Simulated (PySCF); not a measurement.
CH5FN2Si2. Atoms are numbered in the order given.

```xyz
11

F     -2.0253     1.2116    -0.3166
Si    -1.0228    -0.0417    -0.6091
C     -0.5658    -0.9330     1.0202
N      0.6645    -0.8918     1.3847
Si     1.7279    -0.0261     0.2573
N      0.5864     0.4400    -0.9880
H     -1.7125    -0.8250    -1.6679
H     -1.2949    -1.4564     1.6748
H      2.3688     1.1198     0.9615
H      2.7907    -0.9442    -0.2407
H      0.8438     0.9110    -1.8501
```
Charge 0, spin multiplicity 1.

The structure is a stationary point at r2SCAN-D4/def2-SVP. The structure was generated by enumeration; whether it is a known compound was not checked.

Computed with TDA-ωB97X/def2-SVPD run with PySCF 2.14.0.

Vertical excitations. 

Computed lowest excited states:
| state | energy (eV) | λ (nm) | f | main pairs |
|---|---|---|---|---|
| S1 | 3.68 | 337 | 0.000 | HOMO→LUMO 95 % |
| S2 | 6.42 | 193 | 0.027 | HOMO−1→LUMO 95 % |
| S3 | 7.02 | 177 | 0.013 | HOMO→LUMO+2 49 %, HOMO→LUMO+1 29 %, HOMO→LUMO+5 9 % |
| S4 | 7.19 | 172 | 0.009 | HOMO→LUMO+1 43 %, HOMO→LUMO+2 35 %, HOMO−1→LUMO+1 8 % |
| S5 | 7.38 | 168 | 0.019 | HOMO−1→LUMO+1 76 % |
| S6 | 7.68 | 162 | 0.086 | HOMO→LUMO+3 60 %, HOMO−2→LUMO 22 % |
| S7 | 7.80 | 159 | 0.184 | HOMO−2→LUMO 47 %, HOMO→LUMO+3 18 %, HOMO−1→LUMO+2 10 % |
| S8 | 7.84 | 158 | 0.021 | HOMO−1→LUMO+2 58 % |
| S9 | 8.03 | 154 | 0.047 | HOMO→LUMO+5 20 %, HOMO−3→LUMO 18 %, HOMO−6→LUMO 10 %, HOMO→LUMO+6 10 % |
| S10 | 8.22 | 151 | 0.004 | HOMO−4→LUMO 54 %, HOMO−7→LUMO 12 % |
| T1 | 2.97 | 417 | 0 | HOMO→LUMO 94 % |
| T2 | 4.71 | 263 | 0 | HOMO−2→LUMO 76 %, HOMO−5→LUMO 12 % |
| T3 | 6.21 | 200 | 0 | HOMO−1→LUMO 95 % |
| T4 | 6.89 | 180 | 0 | HOMO→LUMO+2 62 %, HOMO→LUMO+1 12 % |
Triplets are in the Tamm–Dancoff approximation.
